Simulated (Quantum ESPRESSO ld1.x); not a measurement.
Tl IV, configuration [Xe] 4f14 5d10 (the NIST ground configuration).

Calculated with ld1.x of Quantum ESPRESSO 7.5: scalar-relativistic Kohn-Sham, PBE, spin-unpolarised, spherical densities, point nucleus.

Energy parts (Ry):
| part | energy |
|---|---|
| total | -40487.774 |
| kinetic | 45619.624 |
| electron-nucleus | -100822.448 |
| Hartree | 15470.123 |
| exchange-correlation | -755.073 |

Orbitals (lengths in bohr, moments of r in powers of bohr):
| orbital | occ. | eigenvalue (Ry) | <1/r> |
|---|---|---|---|
| 1s | 2 | -6296.5129 | 99.54 |
| 2s | 2 | -1122.8382 | 23.36 |
| 2p | 6 | -965.8375 | 20.59 |
| 3s | 2 | -269.6585 | 8.656 |
| 3p | 6 | -224.4826 | 7.850 |
| 3d | 10 | -177.7378 | 7.374 |
| 4s | 2 | -61.8665 | 3.721 |
| 4p | 6 | -47.0617 | 3.349 |
| 4d | 10 | -29.7246 | 3.008 |
| 4f | 14 | -10.5411 | 2.605 |
| 5s | 2 | -11.7864 | 1.551 |
| 5p | 6 | -7.7512 | 1.322 |
| 5d | 10 | -3.2573 | 0.9736 |
| 6s | 0 | -2.5736 | 0.5854 |
| 6p | 0 | -1.8026 | 0.4683 |

The highest occupied level is 5d at -44.317 eV. Summed over all electrons, <r^2> = 37.46 bohr^2, which gives a Langevin (diamagnetic) susceptibility term of -29.7 x 10^-6 cm^3/mol. For comparison, the ionisation energy in NIST's Atomic Spectra Database is 51.14 eV (measured). In exact Kohn-Sham theory the highest level is minus the ionisation energy, but local and semilocal functionals leave it too shallow, through self-interaction and a potential that decays too fast; potentials with the right tail come closer.

Beside tabulated values, note that scalar-relativistic runs lack spin-orbit coupling.
